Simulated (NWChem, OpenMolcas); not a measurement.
**How methods differ on SnH2ClO2 (SMILES [OH][Sn]([OH])[Cl])**

SnH2ClO2 has 6 atoms, charge 0, and is taken as a doublet. SMILES: `[OH][Sn]([OH])[Cl]`. The shape is that of a PBE0-D4/def2-TZVP optimisation. This is one conformer, not always the lowest.

Each level gives the vertical energy of the quartet above the doublet (eV). The values are calculated.

```tsv
level	kind	program	value (eV)	less CCSD(T)/def2-SVP	CPU time (all runs)
UHF/def2-SVP (core potential)	Hartree–Fock	OpenMolcas	6.33	-0.85	18 s
USVWN5/def2-SVP (core potential)	LDA	OpenMolcas	6.37	-0.81	63 s
U-r2SCAN/def2-SVP (core potential)	meta-GGA	OpenMolcas	6.61	-0.57	2 min
UM06-L/def2-SVP (core potential)	meta-GGA	OpenMolcas	6.98	-0.20	2.1 min
UB3LYP/def2-SVP (core potential)	global hybrid	OpenMolcas	6.78	-0.40	85 s
UM06-2X/def2-SVP (core potential)	hybrid meta-GGA	OpenMolcas	7.17	-0.01	1.7 min
UMP2/def2-SVP (core potential)	perturbation theory	NWChem	7.84	+0.66	3.4 min
ROCCSD(T)/def2-SVP (core potential)	coupled cluster or CI	OpenMolcas	7.18	0.00	3 min
```

ROCCSD(T)/def2-SVP (core potential) is the highest level here, not the true value. Spin-orbit coupling, which can split open shells on such heavy atoms by tenths of an eV, is left out. The values span 6.33 to 7.84 eV. In the correlated wave-function rows the outer d shell of Sn is correlated, in sets not made for it. The upper state's dipole differs much between rows, so they may not all be the same state. Times are those of the runs behind each value, whatever else they computed, on shared processors of several kinds: orders of magnitude only.
